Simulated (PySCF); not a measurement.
Rigid-rotor lines calculated for a species of formula C2H6OSSi2 (commonest isotopes; wB97X-D/def2-SVPD in PySCF (dipole) on a GFN2-xTB geometry, gas phase), labelled J(Ka,Kc):

```tsv
transition	MHz
2(1,1) ← 1(1,0)	4976.4
2(0,2) ← 1(0,1)	4475.5
1(0,1) ← 0(0,0)	2286.4
1(1,1) ← 0(0,0)	3314.7
2(1,2) ← 1(1,1)	4169.3
```

(1) Find the rotational constants.

(2) What moments of inertia, asymmetry and inertial defect follow?

(3) Which dipole components do these lines need?

(4) Where do these fall, and of which type are they? 3(2,2) ← 3(1,3); 2(1,1) ← 2(0,2); 4(3,1) ← 3(2,2); 2(0,2) ← 1(1,1); 4(3,1) ← 3(2,1); 4(1,3) ← 4(1,4); 3(2,1) ← 3(2,2); 4(3,2) ← 3(2,1); 3(3,0) ← 2(2,1); 2(2,0) ← 1(1,1); 4(1,3) ← 4(0,4); 4(1,3) ← 3(0,3).

(5) Which structure gave them?

## Answers

(1) 1(0,1) ← 0(0,0) is B + C, 2(1,1) ← 1(1,0) is 3B + C and 2(1,2) ← 1(1,1) is B + 3C, so B − C is half the difference of the last two, 403.5 MHz. 1(1,1) ← 0(0,0) is A + C. A = 2373.2, B = 1345.0, C = 941.4 MHz.

(2) I = 505379 MHz·u·Å² over each constant: Ia = 212.95, Ib = 375.74, Ic = 536.83 u·Å²; κ = (2B − A − C)/(A − C) = -0.436 (asymmetric top); Δ = Ic − Ia − Ib = -51.87 u·Å².

(3) μa and μb (a-type: ΔKa even, ΔKc odd; b-type: both odd). The calculation gives |μa| = 0.46 D, |μb| = 1.27 D, |μc| = 0.38 D.

(4) 
```
     transition    MHz  type  branch
3(2,1) ← 3(2,2)    455     a       Q
2(1,1) ← 2(0,2)   1933     b       Q
2(0,2) ← 1(1,1)   3447     b       R
4(1,3) ← 4(1,4)   3933     a       Q
4(1,3) ← 4(0,4)   4140     b       Q
3(2,2) ← 3(1,3)   4956     b       Q
2(2,0) ← 1(1,1)   8562     b       R
4(1,3) ← 3(0,3)  12533     c       R
3(3,0) ← 2(2,1)  13080     b       R
4(3,2) ← 3(2,1)  15054     b       R
4(3,1) ← 3(2,1)  15157     c       R
4(3,1) ← 3(2,2)  15611     b       R
```

(5) `C#C[Si@@H](O)S[SiH3]`, point group C1. Three constants can't fix a structure by themselves; this is the one that was computed:
```
atom  x, y, z in Å
C1     1.486   -1.633    1.143
C2     1.352   -0.750    0.338
Si3    1.046    0.582   -0.911
O4     2.112    0.542   -2.124
S5    -0.910    0.215   -1.774
Si6   -2.234    0.338   -0.106
H7     1.622   -2.401    1.849
H8     1.120    1.909   -0.327
H9     1.912    0.109   -2.951
H10   -2.188    1.699    0.414
H11   -3.522    0.003   -0.688
H12   -1.793   -0.614    0.904
```

The values belong to one conformer (point group C1) with, in the numbering `[CH:1]#[C:2][Si@@H:3]([OH:4])[S:5][SiH3:6]`, C2–Si3–O4–H 97°, C2–Si3–S5–Si6 61°. Stationary, but not proved a minimum. Constants of a rigid frame at the computed geometry: no zero-point averaging, no centrifugal distortion. A rigid rotor knows nothing of internal rotation, which can split or shift real lines.
